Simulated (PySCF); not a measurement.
## Xenon: a sound run and one with changed settings

Sound run: Xe²⁺ [Kr] 4d10 5s2 5p4, Xe³⁺ [Kr] 4d10 5s2 5p3. All numbers are calculated (PySCF 2.14, scalar relativity through the core potential, in def2-SVP with the def2 core potential (28 electrons)). The sound run starts from symmetry-adapted Hartree-Fock orbitals and uses a fine grid where one is needed.

Changed run: radial step 0.3 in ln r (0.13 in the sound run). This setting is unsound on purpose.

```csv
species,method,sound run (hartree),changed run (hartree),converged
Xe²⁺,UHF,-327.13922,-327.13922,yes
Xe²⁺,TPSS,-328.01214,-328.01702,yes
Xe²⁺,PBE,-328.11624,-328.11584,yes
Xe³⁺,UHF,-326.05941,-326.05941,yes
Xe³⁺,TPSS,-326.89168,-326.89600,yes
Xe³⁺,PBE,-326.99581,-326.99542,yes
```

Ionisation energy of Xe²⁺:

```
method  sound run (eV)  changed run (eV)
   UHF          29.383            29.383
  TPSS          30.489            30.504
   PBE          30.488            30.488
```

A coarse radial grid mis-integrates the density and the exchange-correlation energy, with errors of either sign; Hartree-Fock needs no grid.

For comparison, NIST gives 31.05 ± 0.04 eV between the lowest levels.
